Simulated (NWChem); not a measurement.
System: CH$_{6}$OSi$_{2}$; SMILES O=C([SiH3])[SiH3]

The following NWChem deck was run.

```
start job
memory heap 200 mb stack 900 mb global 1100 mb
geometry units angstroms noautosym nocenter noautoz
  O     -0.006301     0.410621    -1.663997
  C      0.018086     0.150827    -0.467919
  Si    -1.707822     0.041874     0.444373
  Si     1.717516    -0.133011     0.441893
  H     -1.547650    -0.279199     1.889851
  H     -2.387958     1.353681     0.293517
  H     -2.509606    -1.017513    -0.219715
  H      1.831393     0.856759     1.548652
  H      2.843705     0.017835    -0.511608
  H      1.712369    -1.498807     1.035285
end
basis spherical
  * library 6-31g*
end
dft
  xc b3lyp
  iterations 150
end
cosmo
  do_cosmo_smd true
  solvent toluene
end
task dft energy
```

NWChem printed, in part:

```
             Northwest Computational Chemistry Package (NWChem) 7.3.0
             --------------------------------------------------------

                             Geometry "geometry" -> ""
                             -------------------------

 Output coordinates in angstroms (scale by  1.889725989 to convert to a.u.)

  No.       Tag          Charge          X              Y              Z
 ---- ---------------- ---------- -------------- -------------- --------------
    1 O                    8.0000    -0.00630100     0.41062100    -1.66399700
    2 C                    6.0000     0.01808600     0.15082700    -0.46791900
    3 Si                  14.0000    -1.70782200     0.04187400     0.44437300
    4 Si                  14.0000     1.71751600    -0.13301100     0.44189300
    5 H                    1.0000    -1.54765000    -0.27919900     1.88985100
    6 H                    1.0000    -2.38795800     1.35368100     0.29351700
    7 H                    1.0000    -2.50960600    -1.01751300    -0.21971500
    8 H                    1.0000     1.83139300     0.85675900     1.54865200
    9 H                    1.0000     2.84370500     0.01783500    -0.51160800
   10 H                    1.0000     1.71236900    -1.49880700     1.03528500

 Effective nuclear repulsion energy (a.u.)     196.8799105801

                                 NWChem DFT Module
                                 -----------------

 Summary of "ao basis" -> "ao basis" (spherical)
 ------------------------------------------------------------------------------
       Tag                 Description            Shells   Functions and Types
 ---------------- ------------------------------  ------  ---------------------
 O                           6-31g*                  6       14   3s2p1d
 C                           6-31g*                  6       14   3s2p1d
 Si                          6-31g*                  8       18   4s3p1d
 H                           6-31g*                  2        2   2s

 in cosmo_initialize ...
 calling solv_data for solv:toluene

 solvent parameters
 solvname_short: toluene
 solvname_long:  toluene
 dielec:        2.3741
 dielecinf:     2.2383
 nonaqueous SMD model solvent descriptors
 dielec:        2.3741
 sola:          0.0000
 solb:          0.1400
 solc:          0.8570
 solg:         40.2000
 solh:          0.0000
 soln:          1.4961

          ---------------
          -cosmo- solvent
          ---------------
 Cosmo: York-Karplus, doi: 10.1021/jp992097l
 dielectric constant -eps-     =   2.37
 screen = (eps-1)/(eps    )    =   0.57879
 surface charge correction     = lagrangian

   van der Waals surface
 --------------------------

[...]

                                COSMO-SMD solvation results
                                ---------------------------

             internal energy in gas <Psi(g)|H|Psi(g)> =      -695.876413564170
         internal energy in solvent <Psi(s)|H|Psi(s)> =      -695.876298564612
                               delta internal energy  =         0.000114999557 (    0.07 kcal/mol)
   total free energy in solvent <Psi(s)|H+V/2|Psi(s)> =      -695.878066090224
 polarization energy contribution <Psi(s)|V/2|Psi(s)> =        -0.001767525612 (   -1.11 kcal/mol)
    total free energy in solvent including G(SMD-CDS) =      -695.879244155409
                       G(SMD-CDS) energy contribution =        -0.001178065185 (   -0.74 kcal/mol)
     1 M fixed-concentration free energy of solvation =        -0.002830591239 (   -1.78 kcal/mol)

                       DFT Final Molecular Orbital Analysis
                       ------------------------------------

 Vector   22  Occ=2.000000D+00  E=-3.514272D-01
              MO Center= -6.7D-01,  6.3D-02,  7.5D-02, r^2= 5.6D+00
   Bfn.  Coefficient  Atom+Function         Bfn.  Coefficient  Atom+Function
  ----- ------------  ---------------      ----- ------------  ---------------
    36     -0.288093   3 Si py                4      0.269346   1 O  py
    54     -0.203038   4 Si py               70      0.189979   7 H  s
    68     -0.188601   6 H  s                69      0.181509   7 H  s
    67     -0.180243   6 H  s                 8      0.177448   1 O  py
    76      0.158550  10 H  s                72     -0.157103   8 H  s

 Vector   23  Occ=2.000000D+00  E=-3.507716D-01
              MO Center=  7.7D-02, -4.9D-02,  4.7D-01, r^2= 6.6D+00
   Bfn.  Coefficient  Atom+Function         Bfn.  Coefficient  Atom+Function
  ----- ------------  ---------------      ----- ------------  ---------------
    37      0.230566   3 Si pz               74      0.230270   9 H  s
    66      0.220859   5 H  s                55     -0.211424   4 Si pz
    73      0.203334   9 H  s                65      0.192425   5 H  s
    35      0.173869   3 Si px               53      0.172075   4 Si px
    68     -0.130911   6 H  s                70     -0.129364   7 H  s

 Vector   24  Occ=2.000000D+00  E=-2.253432D-01
              MO Center= -7.0D-03,  2.1D-01, -7.1D-01, r^2= 2.9D+00
   Bfn.  Coefficient  Atom+Function         Bfn.  Coefficient  Atom+Function
  ----- ------------  ---------------      ----- ------------  ---------------
     3      0.495762   1 O  px                7      0.382212   1 O  px
    35      0.268649   3 Si px               17     -0.254477   2 C  px
    53      0.248316   4 Si px               34      0.192114   3 Si s
    52     -0.193036   4 Si s                55      0.157462   4 Si pz
    21     -0.131764   2 C  px               37     -0.128794   3 Si pz

 Vector   25  Occ=0.000000D+00  E=-6.889880D-02
              MO Center= -2.4D-02,  1.8D-01, -5.8D-01, r^2= 2.6D+00
   Bfn.  Coefficient  Atom+Function         Bfn.  Coefficient  Atom+Function
  ----- ------------  ---------------      ----- ------------  ---------------
    22     -0.422872   2 C  py               18     -0.407765   2 C  py
     4      0.402435   1 O  py                8      0.401664   1 O  py
    68      0.247751   6 H  s                70     -0.247641   7 H  s
    40     -0.214801   3 Si py               72      0.214002   8 H  s
    76     -0.214628  10 H  s                58     -0.169924   4 Si py

 Vector   26  Occ=0.000000D+00  E= 1.200249D-02
              MO Center=  5.8D-02, -6.0D-02,  5.0D-01, r^2= 7.4D+00
   Bfn.  Coefficient  Atom+Function         Bfn.  Coefficient  Atom+Function
  ----- ------------  ---------------      ----- ------------  ---------------
    20      1.123512   2 C  s                39     -0.670114   3 Si px
    57      0.634161   4 Si px               59      0.439139   4 Si pz
    41      0.363926   3 Si pz               23      0.256265   2 C  pz
    35     -0.214239   3 Si px               53      0.198321   4 Si px
    72     -0.187283   8 H  s                76     -0.186734  10 H  s

 Vector   27  Occ=0.000000D+00  E= 3.946762D-02
              MO Center=  5.2D-02, -2.8D-02,  3.4D-01, r^2= 6.0D+00
   Bfn.  Coefficient  Atom+Function         Bfn.  Coefficient  Atom+Function
  ----- ------------  ---------------      ----- ------------  ---------------
    74      0.768286   9 H  s                59      0.725690   4 Si pz
    39      0.566020   3 Si px               66     -0.473304   5 H  s
    68      0.449923   6 H  s                41      0.446588   3 Si pz
    70      0.447517   7 H  s                 6      0.300553   1 O  s
    72     -0.292918   8 H  s                76     -0.288878  10 H  s

     Multipole analysis of the density
     ---------------------------------

     L   x y z        total         alpha         beta         nuclear
     -   - - -        -----         -----         ----         -------
     0   0 0 0     -0.000000    -24.000000    -24.000000     48.000000

     1   1 0 0      0.053420     -0.101864     -0.101864      0.257148
     1   0 1 0     -0.172361     -2.303555     -2.303555      4.434748
     1   0 0 1      0.786580      0.086950      0.086950      0.612679

     2   2 0 0    -29.568432   -212.803434   -212.803434    396.038436
     2   1 1 0      0.010161      9.642316      9.642316    -19.274471
     2   1 0 1     -0.051409     -0.228471     -0.228471      0.405532
     2   0 2 0    -29.939397    -28.689938    -28.689938     27.440480
     2   0 1 1      0.951270     12.247184     12.247184    -23.543098
     2   0 0 2    -33.755293    -81.872690    -81.872690    129.990086
```

Level: B3LYP/6-31G* (spherical d), SMD on the gas-phase geometry. Structure relaxed at the B3LYP/6-31G* (spherical d) level. B3LYP is NWChem's, with the RPA form of VWN correlation. Solvent: toluene.
